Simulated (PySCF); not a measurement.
## A small calculation by hand: entropy of an ideal gas

SiHF₂Br, SMILES Br[SiH](F)F.

The structure is a stationary point at ωB97X-D3(BJ)/def2-SVP.

ωB97X-D3(BJ)/def2-SVP run with PySCF gives the harmonic wavenumbers 199, 237, 345, 483, 829, 838, 900, 995, 2379 cm⁻¹ and the rotational temperatures 0.3247, 0.0970, 0.0801 K. The molar mass is 146.99 g/mol, the symmetry number 1, the spin multiplicity 1.

Q: Work out the entropy at 298.15 K and 1 atm in the rigid-rotor, harmonic-oscillator model.

A: 
Translation (Sackur–Tetrode at 1 atm): S = R[1.5 ln M + 2.5 ln T − 1.16487] = 171.0 J/(mol K).
Rotation: q = (√π/σ) T^1.5/√(θA θB θC) = 182000, S = R[ln q + 3/2] = 113.2 J/(mol K).
Vibration: with u = 1.4388 ν/T, each mode gives R[u/(e^u − 1) − ln(1 − e^−u)]:
```csv
ν (cm⁻¹),modes,u,S (J/(mol K))
199,1,0.96,8.96
237,1,1.14,7.64
345,1,1.66,4.97
483,1,2.33,2.94
829,1,4.00,0.77
838,1,4.04,0.75
900,1,4.34,0.58
995,1,4.80,0.40
```
The stiffer modes add less than 0.005 each. Sum 27.0 J/(mol K).
Spin: R ln 1 = 0.0 J/(mol K).
Total 311.2 J/(mol K); the program's own thermochemistry gives 311.1. Translation makes up 55 % and vibration 9 %. Anharmonicity, hindered rotation and orbital degeneracy are left out.
